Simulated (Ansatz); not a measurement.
```yaml
crystal:
  periodic: [false, false, false]
  atoms:
    - {symbol: C, position_ang: [0.644213, 1.505705, 0.002007]}
    - {symbol: O, position_ang: [0.283695, 0.497104, 0.903323]}
    - {symbol: Cd, position_ang: [-0.379595, -1.245905, 0.303400]}
    - {symbol: O, position_ang: [-0.935429, -3.067115, -0.153244]}
    - {symbol: H, position_ang: [-0.191945, 1.846232, -0.626274]}
    - {symbol: H, position_ang: [1.466669, 1.216810, -0.668496]}
    - {symbol: H, position_ang: [0.987707, 2.372890, 0.578949]}
    - {symbol: H, position_ang: [-1.875316, -3.125731, -0.339675]}
basis:
  gaussian: {orbitals: def2-mTZVPP}
magnetization: {spin_polarized: true, initial_magnetization: 0}
hamiltonian: {xc: {name: HSE06}}
accuracy: high
scf: {lower_state_search: light}
output: {forces: true}
```

```sh
$ ansatz run in.yaml --threads 4 --pin off --events-out ev --progress --plain --max-ram 10444MiB
```

Output, abridged:

```
Functional definition: HSE06
2567 factors; integrals over basis functions are off by at most 1.4e-8 eV
114 factors; integrals over basis functions are off by at most 1.2e-9 eV
mean field evaluation 1: about -9744.0338 eV, gradient 5.9e1 eV
mean field evaluation 2: about -9667.9669 eV, gradient 1.4e2 eV
mean field evaluation 4: about -9756.2309 eV, gradient 1.3e1 eV
mean field evaluation 8: about -9756.8499 eV, gradient 9.5e-1 eV
mean field evaluation 16: about -9756.8539 eV, gradient 5.1e-5 eV
mean field -9756.85389319 eV, -358.5577671415 hartree, gradient 1.7e-8 eV, S^2 0.000000; 0 other end points of the search recorded, 0 dependent functions left out
reference -9756.85389732 eV, -358.5577672935 hartree; 23, 23 occupied and 97, 97 virtual orbitals, 2567 factors
Total energy: -9756.85389732 eV, -358.5577672935 hartree
Atom 0 at     0.644213     1.505705     0.002007 Å, force     0.020983     0.067034    -0.093512 eV/Å
Atom 1 at     0.283695     0.497104     0.903323 Å, force     0.040503     0.114224     0.134512 eV/Å
Atom 2 at    -0.379595    -1.245905     0.303400 Å, force     0.000845     0.040308    -0.002371 eV/Å
Atom 3 at    -0.935429    -3.067115    -0.153244 Å, force    -0.033488    -0.246953    -0.055868 eV/Å
Atom 4 at    -0.191945     1.846232    -0.626274 Å, force    -0.012337     0.006020     0.002568 eV/Å
Atom 5 at     1.466669     1.216810    -0.668496 Å, force     0.015203    -0.005241     0.000707 eV/Å
Atom 6 at     0.987707     2.372890     0.578949 Å, force     0.007791     0.019127     0.018188 eV/Å
Atom 7 at    -1.875316    -3.125731    -0.339675 Å, force    -0.039500     0.005482    -0.004224 eV/Å
Dipole moment:    -0.223511     0.159801    -0.219516 e Å
```

Hardware: 4 threads of an Arm Neoverse V2 on a shared host. Wall time 7.5 s, peak host memory 0.7 GiB.
